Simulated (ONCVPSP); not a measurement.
# Before and after: ONCV potential for manganese

ONCVPSP 4.0.1 input, shortened (lines: element, Z, core and valence counts, functional; n l f; lmax; l rc ep ncon nbas qcut; lloc lpopt rc5 dvloc0; l nproj debl; icmod fcfact rcfact), PW91, scalar-relativistic:

```
  Mn 25.00    5    2  -109134      upf
    1    0    2.00
    2    0    2.00
    2    1    6.00
    3    0    2.00
    3    1    6.00
    3    2    5.00
    4    0    1.50
    2
    0    2.05    0.00    5   10    3.70
    1    1.75    0.02    3    7    5.20
    2    2.05    0.00    4    9    8.00
    4    3    1.55    0.00
    0    2    1.10
    1    3    2.00
    2    2    3.80
    3    5.50    1.30
```

Change: core correction Teter function, fcfact 2.6, rcfact 1.3.

Cutoffs: the cutoffs (Ha) at which the residual kinetic energy of the hardest occupied pseudo-wave falls to 1 and 0.1 mHa per electron; they do not see the model core or the augmentation charge, which bear on the density cutoff. Errors are all-electron minus pseudo energies relative to the spin-unpolarised reference configuration.

What does the change do?

The potential gets neither clearly harder nor softer (25 Ha and 51 Ha → 25 Ha and 51 Ha); both files keep a bound ghost (p, s); of the 4 tests that both files solve, the error grows in 3 and shrinks in 1 by more than 15 % and 0.3 meV (median size 7.1 → 1.8 meV). A model core, the more so a compact one, raises the density cutoff, which this test does not measure.

| quantity | base | changed |
| --- | --- | --- |
| cutoff, loose | 25 Ha | 25 Ha |
| cutoff, tight | 51 Ha | 51 Ha |
| bound ghosts | s, p | s, p |
| GHOST(+) flags under 300 eV | none | none |
| error for 3d5 4s2, meV [ΔE -3.39 eV] | +0.3 | +0.8 |
| error for 3d5 4s1, meV [ΔE 5.09 eV] | -0.2 | +1.0 |
| error for 3d5 4s0, meV [ΔE 20.73 eV] | +14 | +45 |
| error for 3d6 4s0, meV [ΔE 3.45 eV] | -25 | -2.5 |
| s: phases at 2.08 bohr within 0.05 rad from the reference energy up to (Ha; the scan ends near 5) | 3.5 | 3.5 |
| p: phases at 1.78 bohr within 0.05 rad from the reference energy up to (Ha; the scan ends near 5) | to the end of the scan | to the end of the scan |
| d: phases at 2.08 bohr within 0.05 rad from the reference energy up to (Ha; the scan ends near 5) | 0.7 | 0.7 |
| rms error of d²Exc/dni dnj with the model core, mHa | 3.70 | 7.07 |

Base: The cutoffs count occupied waves only; projector 3 of the p channel, the hardest unoccupied one, needs 77 Ha at the loose tolerance. Changed file: The cutoffs count occupied waves only; projector 3 of the p channel, the hardest unoccupied one, needs 77 Ha at the loose tolerance. A true bound ghost makes a file unfit for plane-wave use even where its test errors are small: the radial tests pick states by their node count and pass the ghost by.
